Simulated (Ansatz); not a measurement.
`[F][Zr]([F])([F])[Br]` + H₂S → `[F][Zr]([F])([F])[SH]` + HBr at 700 K and 1 bar (ligand exchange at a Zr–Br bond).

Isolated molecules relaxed with PBE0-D4/def2-TZVP in Ansatz; ΔE leaves out vibrations. CCSD(T)/CBS is the MP2 limit (def2-TZVPP, def2-QZVPP) plus CCSD(T) − MP2 in def2-TZVPP, frozen cores. This one scheme is used for every species. def2 core potentials past Kr. For Br, Zr outer-core shells are correlated without core-valence functions, which leaves a few kJ/mol of doubt a bond. Scalar relativity is left out up to krypton. Each species was taken in one conformer, which may not be the lowest.

```
                species  CCSD(T)/CBS energy (Eh)  H − E (kJ/mol)  S (J/(mol·K))
`[F][Zr]([F])([F])[Br]`              -2920.00900            78.9          440.7
                    H₂S               -398.97279            64.8          236.9
`[F][Zr]([F])([F])[SH]`               -745.03533           107.3          475.9
                    HBr              -2573.91920            36.5          223.7
```

H − E and S are ideal-gas, rigid-rotor, harmonic terms from PBE0-D4/def2-TZVP, for one conformer and one mirror image of each species. 1 Eh = 2625.50 kJ/mol, R = 8.31446 J/(mol·K).

Task: By hand: ΔE, ΔH, ΔS and ΔG.

Result: ΔE = (-745.03533) + (-2573.91920) − (-2920.00900) − (-398.97279) = 0.02726 Eh = 71.6 kJ/mol. Δ(H − E) = 107.3 + 36.5 − 78.9 − 64.8 = 0.1, so ΔH = 71.7 kJ/mol. ΔS = 475.9 + 223.7 − 440.7 − 236.9 = 22.0 J/(mol·K). ΔG = 71.7 − 700 × (22.0)/1000 = 56.3 kJ/mol.

Task: By hand: the equilibrium constant, and the temperature at which ΔG would vanish if ΔH and ΔS stayed fixed.

Result: log₁₀ K = −ΔG/(RT ln 10) = -4.2. ΔG = 0 at ΔH/ΔS = 3259 K, far beyond where these terms or the molecules hold.

ΔH outweighs TΔS. A doubt of 5 kJ/mol in ΔE shifts log₁₀ K by 0.4 here. Other conformers and mirror images would add mixing entropy, several J/(mol·K) or more a flexible species. Modes under 60 cm⁻¹, often nearly free rotors, make the harmonic entropy too high. These are equilibria of isolated gas molecules and say nothing of rates. Largest T1 diagnostic: 0.018 (customary marks: 0.02 for closed shells, 0.045 for open ones).
